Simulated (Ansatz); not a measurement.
Job for Ansatz (an electronic-structure program): U-PBE/def2-TZVPP on H2O2Sn (SMILES [OH][Sn][OH]), a point of a bond scan (R = 2.222 Å). Elements past Kr take the def2 small-core potentials; no spin–orbit coupling.

Ansatz 0.2 input:
```yaml
crystal:
  periodic: [false, false, false]
  atoms:
    - {symbol: Sn, position_ang: [-0.03454460, -0.00769178, 0.37357554]}
    - {symbol: O, position_ang: [0.55212536, 1.44457811, -0.84260022]}
    - {symbol: H, position_ang: [0.53035671, 0.82881459, -2.97767325]}
    - {symbol: O, position_ang: [-0.32443998, -1.27376152, -1.15356693]}
    - {symbol: H, position_ang: [-0.63691352, -2.15879840, -0.93854698]}
basis:
  gaussian:
    orbitals: def2-TZVPP
hamiltonian:
  xc: {name: PBE}
magnetization: {spin_polarized: true, initial_magnetization: 0}
```

The log:

```
WARN ansatz: RAYON_NUM_THREADS=1 ignored (pool sized by the plan → 1); use --threads N
Functional definition: PBE
integrals: 0.05 GiB planned
808 factors; their error is unknown
mean field: 0.47 GiB planned
mean field evaluation 1: about -9928.7281 eV, gradient 7.6e1 eV
mean field evaluation 2: about -9673.6937 eV, gradient 1.8e2 eV
mean field evaluation 4: about -9922.4663 eV, gradient 7.7e1 eV
mean field evaluation 8: about -9952.4591 eV, gradient 6.9e-1 eV
mean field evaluation 16: about -9952.5588 eV, gradient 7.8e-1 eV
mean field evaluation 32: about -9950.7740 eV, gradient 1.8e1 eV
mean field evaluation 64: about -9952.7461 eV, gradient 6.0e-6 eV
mean field evaluation 96: about -9952.5572 eV, gradient 2.4e0 eV
mean field -9952.74611929 eV, -365.7566736702 hartree, gradient 1.6e-5 eV, S^2 0.660942; 10 other end points of the search recorded, 0 dependent functions left out
reference -9952.74616281 eV, -365.7566752696 hartree; 20, 20 occupied and 120, 120 virtual orbitals, 808 factors
Total energy: -9952.74616281 eV, -365.7566752696 hartree
```

The calculation finished and met its thresholds. Its determinant has ⟨S²⟩ = 0.66, a mixture of spin states.

Cost: about 16 core-seconds (a rough figure).
